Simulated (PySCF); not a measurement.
C4H10Be, triplet, at a GFN2-xTB geometry (such geometries of metal compounds can be far from the true shape) (a higher spin typed on purpose: for a closed-shell molecule this is an excited state); DF-PBE/6-311++G** (PySCF).

PySCF was given this input:
```python
from pyscf import gto, scf, dft
import numpy

mol = gto.M(
    atom='''
Be   -1.04373259   -0.71525915    0.89906567
C     0.79868441   -0.55789319    1.03037466
C     1.32878300   -1.43185965   -0.07478483
H     1.03780163   -0.97705796    2.00445128
H     1.19751604    0.44760552    0.97573429
H     1.09931761   -1.01697095   -1.05436762
H     0.90239270   -2.43301501   -0.02073471
H     2.41748330   -1.53203820   -0.00755653
C    -1.35230370    0.53856017   -0.45610426
C    -0.44942395    1.71019735   -0.74555239
H    -2.35393201    0.88736362   -0.21842887
H    -1.41146337   -0.12791771   -1.31400654
H     0.54331888    1.38588560   -1.05158160
H    -0.35307444    2.35537225    0.12661110
H    -0.85886843    2.31778126   -1.55998267
''',
    basis='6-311++g**',
    spin=2,
    verbose=4,
)
print('smallest overlap eigenvalue', numpy.linalg.eigvalsh(mol.intor('int1e_ovlp'))[0])

mf = dft.UKS(mol)
mf.xc = 'pbe'
mf = mf.density_fit(auxbasis='def2-universal-jkfit')
mf = scf.addons.remove_linear_dep_(mf, threshold=1e-6, lindep=1e-6)
mf.kernel()
mf.analyze()
```

Output, abridged:

```
PySCF version 2.14.0

[INPUT] verbose = 4
[INPUT] num. atoms = 15
[INPUT] num. electrons = 38
[INPUT] charge = 0
[INPUT] spin (= nelec alpha-beta = 2S) = 2
[INPUT] symmetry False subgroup None
[INPUT] Mole.unit = angstrom
[INPUT] Symbol           X                Y                Z      unit          X                Y                Z       unit  Magmom
[...]
nuclear repulsion = 149.068824498848
number of shells = 100
number of NR pGTOs = 265
number of NR cGTOs = 180
basis = 6-311++g**
ecp = {}
input.py:31: DeprecationWarning: remove_linear_dep_ is deprecated and will be removed in a future release. Linear dependency handling is now built into the SCF procedure by default. Linear dependency removal can be controlled using the following settings:
  pyscf.scf.hf.remove_overlap_zero_eigenvalue = True
  pyscf.scf.hf.overlap_zero_eigenvalue_threshold = 1e-6

  mf = scf.addons.remove_linear_dep_(mf, threshold=1e-6, lindep=1e-6)
smallest overlap eigenvalue 3.9654178150840586e-05

******** <class 'pyscf.df.df_jk.DFUKS'> ********
method = DFUKS
initial guess = minao
damping factor = 0
level_shift factor = 0
DIIS = <class 'pyscf.scf.diis.CDIIS'>
diis_start_cycle = 1
diis_space = 8
diis_damp = 0
SCF conv_tol = 1e-09
SCF conv_tol_grad = None
SCF max_cycles = 50
direct_scf = False
number electrons alpha = 20  beta = 18
XC library pyscf.dft.libxc version 7.1.2
    S. Lehtola, C. Steigemann, M. J. T. Oliveira, and M. A. L. Marques,  SoftwareX 7, 1–5 (2018)
XC functionals = pbe
    J. P. Perdew, K. Burke, and M. Ernzerhof,  Phys. Rev. Lett. 77, 3865 (1996)
    J. P. Perdew, K. Burke, and M. Ernzerhof,  Phys. Rev. Lett. 78, 1396 (1997)
    J. P. Perdew, K. Burke, and M. Ernzerhof,  Phys. Rev. Lett. 77, 3865 (1996)
    J. P. Perdew, K. Burke, and M. Ernzerhof,  Phys. Rev. Lett. 78, 1396 (1997)
radial grids:
    Treutler-Ahlrichs [JCP 102, 346 (1995); DOI:10.1063/1.469408] (M4) radial grids

becke partition: Becke, JCP 88, 2547 (1988); DOI:10.1063/1.454033
pruning grids: <function nwchem_prune>
grids dens level: 3
symmetrized grids: False
atomic radii adjust function: <function treutler_atomic_radii_adjust>
small_rho_cutoff = 0
Set gradient conv threshold to 3.16228e-05
tot grids = 168280
init E= -172.830131424341

cycle= 1 E= -172.73615979771  delta_E= 0.094  |g|= 0.418  |ddm|= 2.31
cycle= 2 E= -172.570132701367  delta_E= 0.166  |g|= 0.687  |ddm|= 1.29

cycle= 3 E= -172.834061925562  delta_E= -0.264  |g|= 0.052  |ddm|= 0.94

[...]
converged SCF energy = -172.835817703644  <S^2> = 2.0030433  2S+1 = 3.0020282
Total Energy =                        -172.835817703643897
[...]
spin_pop of  12 H 1s        0.00364
spin_pop of  12 H 2s        0.00018
spin_pop of  12 H 3s        0.00006
spin_pop of  12 H 4s        0.00001
spin_pop of  12 H 2px      -0.00000
spin_pop of  12 H 2py       0.00002
spin_pop of  12 H 2pz       0.00003
spin_pop of  13 H 1s        0.00522
spin_pop of  13 H 2s        0.00039
spin_pop of  13 H 3s        0.00002
spin_pop of  13 H 4s        0.00018
spin_pop of  13 H 2px       0.00002
spin_pop of  13 H 2py       0.00001
spin_pop of  13 H 2pz      -0.00001
spin_pop of  14 H 1s        0.02464
spin_pop of  14 H 2s        0.00052
spin_pop of  14 H 3s        0.00005
spin_pop of  14 H 4s        0.00001
spin_pop of  14 H 2px       0.00004
spin_pop of  14 H 2py      -0.00001
spin_pop of  14 H 2pz       0.00001
 ** Mulliken Spin Density (per atom)  **
spin density of  0 Be =      0.79982
spin density of  1 C =      0.54336
spin density of  2 C =      0.00499
spin density of  3 H =      0.01324
spin density of  4 H =     -0.00375
spin density of  5 H =      0.00562
spin density of  6 H =      0.00608
spin density of  7 H =      0.02964
spin density of  8 C =      0.55103
spin density of  9 C =      0.00313
spin density of  10 H =      0.00974
spin density of  11 H =      0.00206
spin density of  12 H =      0.00394
spin density of  13 H =      0.00584
spin density of  14 H =      0.02525
 ** Mulliken pop alpha/beta on meta-lowdin orthogonal AOs **
 ** Mulliken pop       alpha | beta **
In total            20.00000 | 18.00000
 ** Mulliken atomic charges   ( Nelec_alpha | Nelec_beta ) **
charge of  0Be =      0.67483  (     2.06250      1.26267 )
charge of  1C =     -0.60423  (     3.57379      3.03043 )
charge of  2C =     -0.34621  (     3.17560      3.17061 )
charge of  3H =      0.12676  (     0.44324      0.43000 )
charge of  4H =      0.11667  (     0.43979      0.44354 )
charge of  5H =      0.11575  (     0.44494      0.43931 )
charge of  6H =      0.12027  (     0.44291      0.43683 )
charge of  7H =      0.12935  (     0.45015      0.42050 )
charge of  8C =     -0.60866  (     3.57984      3.02882 )
charge of  9C =     -0.33359  (     3.16836      3.16523 )
charge of  10H =      0.12873  (     0.44051      0.43076 )
charge of  11H =      0.12054  (     0.44076      0.43870 )
charge of  12H =      0.11586  (     0.44404      0.44010 )
charge of  13H =      0.12114  (     0.44235      0.43651 )
charge of  14H =      0.12278  (     0.45123      0.42598 )
Dipole moment(X, Y, Z, Debye):  1.67155,  1.42860, -1.31770
```
